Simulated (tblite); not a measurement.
C9H7ClO.
SMILES with atom numbers: `[CH3:1][O:2][c:3]1[cH:4][c:5]([Cl:6])[cH:7][c:8]2[c:9]1[CH:10]=[CH:11]2` (hydrogens: H12, H13, H14 on C1; H15 on C4; H16 on C7; H17 on C10; H18 on C11)

The geometry is computed with GFN2-xTB (gas phase).

(1) Give the optimised bond lengths and angles.

Results:

(1) 
```csv
bond,length (bohr)
C1–O2,2.661
O2–C3,2.566
C3–C4,2.700
C4–C5,2.587
C5–Cl6,3.268
C5–C7,2.684
C7–C8,2.553
C8–C9,2.683
C9–C10,2.846
C10=C11,2.536
C3–C9,2.573
C8–C11,2.853
"C1–H12, C1–H13, C1–H14",2.065
C4–H15,2.037
C7–H16,2.036
C10–H17,2.026
C11–H18,2.025
```

Bonds in one row agree within 0.02 bohr and their mean is given. A selection of angles:
```csv
angle,degrees
O2–C1–H12,111.6
O2–C1–H14,105.5
H12–C1–H13,109.6
C1–O2–C3,118.9
O2–C3–C4,124.4
O2–C3–C9,120.9
C4–C3–C9,114.6
C3–C4–C5,121.6
C3–C4–H15,119.9
C5–C4–H15,118.6
C4–C5–Cl6,118.7
C4–C5–C7,123.6
Cl6–C5–C7,117.7
C5–C7–C8,113.9
C5–C7–H16,120.8
C8–C7–H16,125.3
C7–C8–C9,123.6
C7–C8–C11,147.8
C9–C8–C11,88.6
C8–C9–C10,88.5
C3–C9–C8,122.7
C3–C9–C10,148.8
C9–C10–C11,91.7
C9–C10–H17,132.7
C11–C10–H17,135.6
C10–C11–H18,135.7
C8–C11–C10,91.3
C8–C11–H18,133.0
```

Torsions: C1–O2–C3–C4 0° (synperiplanar); C8–C9–C10–C11 0° (synperiplanar); C9–C10–C11–C8 0° (synperiplanar); C7–C8–C11–C10 180° (antiperiplanar).

The 4-membered ring C8–C9–C10–C11 has internal angles of 88.5° to 91.7°; it is planar, 0.00 Å rms from its mean plane, widest ring torsion 0°. Of the pairs four or more bonds apart, C1···H15 is among the closest relative to their van der Waals radii: 2.55 Å, 88 % of the sum of Bondi's values. The 11 heavy atoms lie in one plane (0.001 Å rms). The 6-membered ring C3–C4–C5–C7–C8–C9 has internal angles of 113.9° to 123.6° (sum 720°, against 720° for a flat polygon); it is planar, 0.00 Å rms from its mean plane, widest ring torsion 0°. The 2 C–O bonds span 1.358 Å (O2–C3, drawn single) to 1.408 Å (C1–O2, drawn single), a spread of 0.050 Å. The C–C distances run from 1.342 Å (C10=C11, drawn double) to 1.510 Å (C8–C11, drawn single), a spread of 0.168 Å. O2 (aryl ether oxygen) is bent (angle 118.9°).

Point group: Cs (every atom within 0.08 Å of its image). Its GFN2-xTB frequencies are all real (lowest 82 cm⁻¹). The numbers are those of one conformer.

On one thread of an Arm Neoverse V2, shared host, this took 0.25 s. That covers the optimisation of the geometry.
